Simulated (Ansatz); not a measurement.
Geometry optimisation, RKS BLYP-D4/cc-pVDZ in Ansatz 0.2.0.

Input:

```yaml
crystal:
  periodic: [false, false, false]
  atoms:
    - { symbol: Si, position_ang: [0.257838, -0.564355, -1.069358] }
    - { symbol: S, position_ang: [1.6299, 0.971493, 1.718148] }
    - { symbol: H, position_ang: [-0.316644, -1.133814, -2.350583] }
    - { symbol: H, position_ang: [1.524219, -1.321111, -0.772582] }
    - { symbol: O, position_ang: [0.540733, 1.126608, -1.327527] }
    - { symbol: H, position_ang: [0.297773, 0.983008, 2.01708] }
    - { symbol: Si, position_ang: [-1.282026, -0.71367, 0.581824] }
    - { symbol: H, position_ang: [1.392416, 1.562019, 0.500814] }
    - { symbol: H, position_ang: [0.951218, 1.333057, -2.190902] }
    - { symbol: H, position_ang: [-1.619126, 0.650502, 1.126785] }
    - { symbol: H, position_ang: [-0.813399, -1.582826, 1.71757] }
    - { symbol: H, position_ang: [-2.562801, -1.31081, 0.048832] }
basis:
  gaussian: { orbitals: cc-pVDZ }
hamiltonian:
  xc: blyp
  dispersion: d4
relax:
  f_tol: 0.03
  max_steps: 50
output:
  orbitals: {}
```

Launched with:

```bash
$ ansatz run input.yaml --threads 2 --pin off --max-ram 3072MiB --backend cpu --events-out ev --progress --plain --runs-dir out
```

Where does it end, and by what steps?

The run converged. After 28 steps the energy has fallen by 0.197 eV; H6 moved furthest, 1.52 Å.

| step | energy less start (eV) | largest force component (eV/Å) | accepted |
| --- | --- | --- | --- |
| 0 | 0.0000 | 1.054 | yes |
| 1 | -0.1163 | 0.263 | yes |
| 2 | -0.1352 | 0.125 | yes |
| 3 | -0.1456 | 0.228 | yes |
| 4 | -0.1514 | 0.178 | yes |
| 5 | -0.1585 | 0.100 | yes |
| 6 | -0.1588 | 0.195 | yes |
| 7 | -0.1433 | 0.460 | no |
| 8 | -0.1636 | 0.036 | yes |
| 9 | -0.1658 | 0.067 | yes |
| 10 | -0.1688 | 0.120 | yes |
| 11 | -0.1701 | 0.146 | yes |
| 12 | -0.1741 | 0.121 | yes |
| 13 | -0.1772 | 0.123 | yes |
| 14 | -0.1795 | 0.201 | yes |
| 15 | -0.1819 | 0.159 | yes |
| 16 | -0.1856 | 0.182 | yes |
| 17 | -0.1863 | 0.260 | yes |
| 18 | -0.1892 | 0.204 | yes |
| 19 | -0.1890 | 0.276 | no |
| 20 | -0.1913 | 0.050 | yes |
| 21 | -0.1936 | 0.087 | yes |
| 22 | -0.1943 | 0.088 | yes |
| 23 | -0.1954 | 0.065 | yes |
| 24 | -0.1960 | 0.067 | yes |
| 25 | -0.1961 | 0.071 | yes |
| 26 | -0.1966 | 0.048 | yes |
| 27 | -0.1966 | 0.089 | yes |
| 28 | -0.1971 | 0.004 | yes |

```xyz
12
Properties=species:S:1:pos:R:3
Si 0.017 -0.582 -1.378
S 1.272 1.554 2.182
H -0.894 -0.117 -2.491
H 0.704 -1.842 -1.850
O 1.187 0.640 -1.025
H 0.313 2.500 1.947
Si -1.225 -0.989 0.593
H 1.408 1.288 0.839
H 1.783 0.863 -1.768
H -1.903 0.260 1.078
H -0.376 -1.588 1.675
H -2.287 -1.987 0.199
```

Whether the end is a true minimum wasn't checked by a vibrational analysis.

Run time: 25 s on 2 threads of AMD EPYC 9R45 96-Core Processor (Zen 5), on a shared host, peak memory 0.18 GiB.
